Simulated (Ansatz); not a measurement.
Program: Ansatz. Geometries: PBE0-D4/def2-TZVP. ΔE: electronic, gas phase. CCSD(T)/CBS adds triple-zeta CCSD(T) − MP2 to the extrapolated MP2 energy (def2 sets, frozen cores). This one scheme is used for every species. Functionals use def2-TZVPP. B3LYP here is the variant with VWN-RPA as its local correlation; programs differ in this. One conformer a species, not always the lowest.

`BNC(C)F` + H₂S → `BNC(F)S` + CH₄  (substitution at a C–C bond)

`BNC(C)F`:

Z-matrix (Å, degrees):
```
C
N 1 1.423
F 1 1.394 2 109.2
C 1 1.507 2 113.3 3 -120.0
H 1 1.093 2 107.9 3 115.5
B 2 1.390 1 126.0 3 -105.0
H 2 1.010 1 113.6 3 73.2
H 4 1.090 1 110.2 2 177.3
H 4 1.093 1 110.2 2 57.8
H 4 1.091 1 110.1 2 -62.3
H 6 1.196 2 118.6 1 -1.7
H 6 1.195 2 118.9 1 179.2
```

H₂S:

Cartesian coordinates in Å:
```
S -0.157 -0.325 -0.504
H -0.817 0.053 0.600
H 0.974 0.271 -0.097
```

`BNC(F)S`:

```xyz
10

B     1.667    0.028   -0.119
N     0.468   -0.679   -0.092
C    -0.860   -0.202    0.070
F    -1.349   -0.629    1.294
S    -0.944    1.597   -0.051
H     2.678   -0.597   -0.232
H     1.658    1.218   -0.043
H     0.493   -1.687   -0.149
H    -1.525   -0.643   -0.676
H    -2.286    1.595   -0.002
```

CH₄:

```xyz
5

C     0.000    0.000    0.000
H     0.509    0.954   -0.135
H    -0.630   -0.201   -0.866
H    -0.617    0.041    0.897
H     0.739   -0.794    0.104
```

| level | ΔE (kJ/mol) | difference from CCSD(T)/CBS |
| --- | --- | --- |
| PBE0-D4 | 28.0 | -3.7 |
| B3LYP | 30.8 | -0.9 |
| HF/def2-TZVPP | 45.0 | 13.3 |
| SCS-MP2/def2-TZVPP | 32.7 | 1.0 |
| CCSD(T)/def2-TZVPP | 33.7 | 2.0 |
| HF/def2-QZVPP | 45.4 | 13.7 |
| SCS-MP2/def2-QZVPP | 31.9 | 0.2 |
| HF/CBS(def2) | 45.5 | 13.8 |
| MP2/CBS(def2) | 28.4 | -3.3 |
| CCSD/CBS(def2) | 35.2 | 3.5 |
| CCSD(T)/CBS | 31.7 | 0 |

Largest T1 diagnostic among the species: 0.013.

In def2-TZVPP, CCSD(T) changes the Hartree–Fock value by −11.2 kJ/mol (the triples alone add −3.5 kJ/mol) and MP2 by −14.6 kJ/mol. The D4 term adds −3.6 kJ/mol with B3LYP and −1.7 kJ/mol with PBE0; it sums over pairs of atoms, weighted by their polarisabilities, and B3LYP, whose exchange is more repulsive, gets the larger term.
